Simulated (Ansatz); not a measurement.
BFH5NSi, SMILES `FBN[SiH3]`, 9 atoms. Charge 0, multiplicity 1. All runs use 2 threads of an Intel Xeon 6975P-C on a shared host. Correlated methods freeze the cores.

Give the basis size and wall time and peak host memory of each of these runs in Ansatz. RKS ωB97M-V/def2-SVP energy; RKS PBE0-D4/def2-SVP energy; RHF-MP2/def2-QZVPP energy; RHF-CCSD(T)/def2-TZVPP energy; RKS PBE0-D4/def2-TZVP relaxation (11 steps); RHF-CCSD(T)/def2-SVP energy; direct RPA on PBE orbitals/def2-TZVPP energy; RKS r2SCAN0-D4/def2-TZVPP energy; RKS PBE0-D4/def2-TZVP frequencies; RKS PBE0-D4/def2-QZVPP energy; RKS ωB97M-V/def2-TZVPP energy and forces; RKS PBE-D4/def2-TZVPP energy and forces. (Best estimate.)

The calculation gave: Other jobs shared the machine, so times are rough.

```json
{"level": "RKS PBE0-D4/def2-SVP", "job": "energy", "functions": "85", "wall time": "0.6 s", "peak host memory (GiB)": "0.17"}
{"level": "RKS PBE-D4/def2-TZVPP", "job": "energy and forces", "functions": "205", "wall time": "1.6 s", "peak host memory (GiB)": "0.23"}
{"level": "RHF-CCSD(T)/def2-SVP", "job": "energy", "functions": "85", "wall time": "1.8 s", "peak host memory (GiB)": "0.29"}
{"level": "RKS ωB97M-V/def2-SVP", "job": "energy", "functions": "85", "wall time": "1.9 s", "peak host memory (GiB)": "0.24"}
{"level": "RKS r2SCAN0-D4/def2-TZVPP", "job": "energy", "functions": "205", "wall time": "2.5 s", "peak host memory (GiB)": "0.41"}
{"level": "direct RPA on PBE orbitals/def2-TZVPP", "job": "energy", "functions": "205", "wall time": "2.8 s", "peak host memory (GiB)": "0.4"}
{"level": "RKS PBE0-D4/def2-QZVPP", "job": "energy", "functions": "391", "wall time": "4.3 s", "peak host memory (GiB)": "1"}
{"level": "RKS ωB97M-V/def2-TZVPP", "job": "energy and forces", "functions": "205", "wall time": "6 s", "peak host memory (GiB)": "0.57"}
{"level": "RHF-MP2/def2-QZVPP", "job": "energy", "functions": "391", "wall time": "12 s", "peak host memory (GiB)": "1.8"}
{"level": "RKS PBE0-D4/def2-TZVP", "job": "relaxation (11 steps)", "functions": "160", "wall time": "21 s", "peak host memory (GiB)": "0.33"}
{"level": "RHF-CCSD(T)/def2-TZVPP", "job": "energy", "functions": "205", "wall time": "27 s", "peak host memory (GiB)": "2.9"}
{"level": "RKS PBE0-D4/def2-TZVP", "job": "frequencies", "functions": "160", "wall time": "58 s", "peak host memory (GiB)": "0.33"}
```
